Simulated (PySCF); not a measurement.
## Polarisability and C₆ of Ni²⁺ (nickel, charge +2)

[Ar] 3d8, high-spin 3F determinant. Computed with PySCF 2.14 in aug-cc-pVTZ with one added diffuse shell each of s, p, d, f, g type (9s8p6d4f3g, 118 functions), with the non-relativistic Hamiltonian (point nucleus). Coupled (time-dependent) response in atomic units; α is the mean over directions.

```
method  mean α (bohr³)  C₆ (like pair)  S(−4)
   M06           3.267           9.121  5.488
```

S(−4) is the Cauchy moment in α(ω) = α(0) + S(−4) ω² + …

α(iu) at M06:

| u (hartree) | α(iu) (bohr³) |
| --- | --- |
| 0 | 3.267 |
| 0.0500 | 3.254 |
| 0.100 | 3.214 |
| 0.200 | 3.072 |
| 0.300 | 2.878 |
| 0.500 | 2.465 |
| 0.750 | 2.033 |
| 1.00 | 1.706 |
| 1.50 | 1.262 |
| 2.00 | 0.9772 |
| 3.00 | 0.6395 |
| 5.00 | 0.3378 |

A single London oscillator, α(iu) = α/(1 + u²/ω²), gives C₆ = (3/4) ω α². Matching the computed C₆ needs ω = 4 × 9.121 / (3 × 3.267²) = 1.14 hartree.

For an ion, C₆ is the dispersion term alone; charge-induced terms of lower order in 1/R come first.
